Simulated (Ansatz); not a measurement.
Relaxation of Sn₃Pt₂⁺ with UKS B3LYP-D4/def2-SVP.

```sh
$ ansatz run in.yaml --threads 4 --pin off --events-out ev --progress --plain --max-ram 4787MiB
```

```yaml
crystal:
  periodic: [false, false, false]
  atoms:
    - {symbol: Pt, position_ang: [-0.610890, -0.718610, -1.026660]}
    - {symbol: Pt, position_ang: [-1.423380, 0.413740, 1.005770]}
    - {symbol: Sn, position_ang: [-0.419780, 1.993510, -0.851230]}
    - {symbol: Sn, position_ang: [1.140820, -2.196600, 0.126730]}
    - {symbol: Sn, position_ang: [1.313230, 0.507960, 0.745390]}
basis:
  gaussian: {orbitals: def2-SVP}
total_charge: 1
magnetization: {spin_polarized: true, initial_magnetization: 1}
hamiltonian: {xc: {name: B3LYP}, dispersion: d4}
scf: {lower_state_search: "off"}
output: {orbitals: {seedname: orbitals}}
relax: {f_tol: 0.02, max_steps: 100}
```

Hardware: 4 threads of Arm Neoverse V1 on a shared host. Wall time 85 s, peak host memory 0.69 GiB.

Positions (Å) and forces (eV/Å) at steps 1, 2, 3, 4, 5, 6, 7, 8, 9, 10 of 10:

```xyz
5
step=1 energy=-23995.4638 eV
Pt   -0.611   -0.719   -1.027    0.125   -0.988   -2.185
Pt   -1.423    0.414    1.006   -0.686    0.718    1.903
Sn   -0.420    1.994   -0.851   -0.307    0.859   -0.540
Sn    1.141   -2.197    0.127    0.302   -1.116    0.164
Sn    1.313    0.508    0.745    0.566    0.526    0.658
5
step=2 energy=-23995.6451 eV
Pt   -0.567   -0.774   -1.167    0.258    0.210    0.552
Pt   -1.405    0.482    1.110    0.757    0.095   -0.712
Sn   -0.533    2.104   -0.921    0.019   -0.838    0.534
Sn    1.145   -2.392    0.126   -0.376    0.904   -0.099
Sn    1.360    0.580    0.852   -0.657   -0.372   -0.276
5
step=3 energy=-23995.7973 eV
Pt   -0.567   -0.747   -1.174    0.047    0.028   -0.078
Pt   -1.358    0.434    1.080    0.161    0.024    0.002
Sn   -0.519    2.045   -0.886   -0.007   -0.244    0.054
Sn    1.093   -2.298    0.158   -0.128    0.247   -0.007
Sn    1.350    0.566    0.822   -0.073   -0.056    0.029
5
step=4 energy=-23995.8062 eV
Pt   -0.697   -0.771   -1.277    0.323    0.220    0.134
Pt   -1.265    0.347    1.086    0.069   -0.148    0.163
Sn   -0.458    1.929   -0.910   -0.139    0.035   -0.227
Sn    1.019   -2.149    0.149   -0.193   -0.037    0.006
Sn    1.401    0.645    0.952   -0.060   -0.070   -0.076
5
step=5 energy=-23995.8459 eV
Pt   -0.583   -0.720   -1.266   -0.010    0.015   -0.102
Pt   -1.270    0.342    1.095   -0.037   -0.115    0.139
Sn   -0.524    1.976   -0.891    0.002    0.063   -0.117
Sn    0.989   -2.206    0.207   -0.049   -0.016    0.035
Sn    1.389    0.608    0.855    0.094    0.053    0.045
5
step=6 energy=-23995.8688 eV
Pt   -0.576   -0.694   -1.325    0.003    0.002   -0.131
Pt   -1.218    0.240    1.092    0.024   -0.072    0.172
Sn   -0.542    1.970   -0.885    0.056    0.030   -0.064
Sn    0.895   -2.165    0.273   -0.015    0.048    0.043
Sn    1.440    0.650    0.845   -0.068   -0.009   -0.020
5
step=7 energy=-23995.8832 eV
Pt   -0.567   -0.662   -1.404   -0.019    0.004    0.044
Pt   -1.152    0.118    1.111    0.002   -0.103    0.026
Sn   -0.545    1.955   -0.884    0.051    0.092   -0.061
Sn    0.790   -2.103    0.349    0.004   -0.001    0.016
Sn    1.474    0.692    0.827   -0.038    0.009   -0.025
5
step=8 energy=-23995.8901 eV
Pt   -0.570   -0.650   -1.410    0.004    0.019    0.035
Pt   -1.141    0.067    1.118    0.021   -0.058   -0.005
Sn   -0.531    1.970   -0.892    0.012    0.006   -0.025
Sn    0.770   -2.090    0.373   -0.028    0.035    0.004
Sn    1.472    0.703    0.811   -0.009   -0.002   -0.009
5
step=9 energy=-23995.8370 eV rejected
Pt   -0.571   -0.605   -1.452    0.013   -0.022   -0.033
Pt   -1.082   -0.109    1.129   -0.450    0.404    0.266
Sn   -0.505    1.982   -0.904   -0.072    0.200   -0.146
Sn    0.664   -2.018    0.460    0.435   -0.569   -0.144
Sn    1.493    0.750    0.767    0.073   -0.014    0.057
5
step=10 energy=-23995.8931 eV
Pt   -0.568   -0.633   -1.419   -0.003   -0.003   -0.003
Pt   -1.124    0.011    1.127   -0.001    0.003    0.008
Sn   -0.523    1.979   -0.903    0.009    0.002    0.000
Sn    0.740   -2.073    0.398    0.008    0.001   -0.002
Sn    1.476    0.716    0.797   -0.014   -0.003   -0.003
```

In the def2 sets Pt, Sn take a core potential; there is no spin–orbit coupling. The relaxation made no stability test and no search for a lower SCF solution. No other spin state of charge 1 was run. Another isomer (doublet) lies 0.03 eV lower at r2SCAN-D4/def2-TZVP; other spin states weren't run for this one.
